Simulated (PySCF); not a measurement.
## Radial density of Pr (praseodymium, neutral)

r2SCAN, [Xe] 4f4 6s1, one real determinant (an excited configuration). Computed with PySCF 2.14 in x2c-TZVPPall (11s7p7d4f2g, 113 functions), with the spin-free X2C one-electron Hamiltonian (Gaussian nucleus).

| r (bohr) | 4πr²ρ (e/bohr) | 4πr²(ρα − ρβ) |
| --- | --- | --- |
| 0.0274 | 69.23 | 0.0021 |
| 0.0461 | 79.17 | 0.0055 |
| 0.0776 | 102.0 | 0.0006 |
| 0.131 | 75.20 | 0.0076 |
| 0.220 | 88.19 | 0.2863 |
| 0.369 | 36.77 | 1.4570 |
| 0.621 | 38.57 | 3.0085 |
| 1.04 | 13.63 | 2.5856 |
| 1.76 | 6.530 | 1.0305 |
| 2.96 | 1.266 | 0.3855 |
| 4.97 | 0.2292 | 0.2180 |
| 8.36 | 0.04694 | 0.0468 |
| 14.1 | 0.0004709 | 0.0005 |

Densities and radii are taken from the X2C orbitals without a picture-change correction, which distorts them close to the nucleus.

⟨L²⟩ = 34.00 against 42 for a pure I term, so this real determinant mixes terms. Spin-orbit coupling, absent here, splits the open shell strongly. At r2SCAN the highest occupied level has a positive energy, so only the finite basis holds that electron; for this excited configuration the basis is too tight for the outer shell.
